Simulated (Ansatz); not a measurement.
Ga₂H₄F₂⁺, that is (H2Ga-mu-F)2 with one electron fewer. The state is a doublet with charge 1. Geometry PBE0-D4/def2-SVP; atoms count from 1.

```xyz
8

Ga   -1.192   -0.374    0.123
H    -2.116   -1.722   -0.111
H    -2.656    0.217    0.600
F     0.304   -0.334    1.145
Ga    1.702    0.536   -0.175
H     1.683    2.003    0.285
H     2.432   -0.707   -0.707
F    -0.158    0.382   -1.159
```

(1) Estimate the Mulliken populations from the PBE0/def2-TZVP orbitals of Ansatz.

(2) Where does the spin sit?

(3) And the Mayer bond orders between bonded heavy atoms (over 0.3)?

## Answers

(1) 
```csv
atom,charge (e),spin (α − β)
Ga1,0.61,0.13
H2,0.19,0.43
H3,0.19,0.43
F4,-0.31,0.01
Ga5,0.57,0.00
H6,0.03,0.00
H7,0.03,0.00
F8,-0.31,0.01
```
Mulliken values and Mayer orders depend strongly on the basis.

(2) Summed by element: Ga 0.13, H 0.85, F 0.02, of 1 unpaired in all. Largest on single atoms: H2 0.43, H3 0.43, Ga1 0.13.

(3) Ga1–F4 0.78 (1.81 Å); Ga1–F8 0.78 (1.81 Å); F4–Ga5 0.30 (2.11 Å); Ga5–F8 0.30 (2.11 Å).
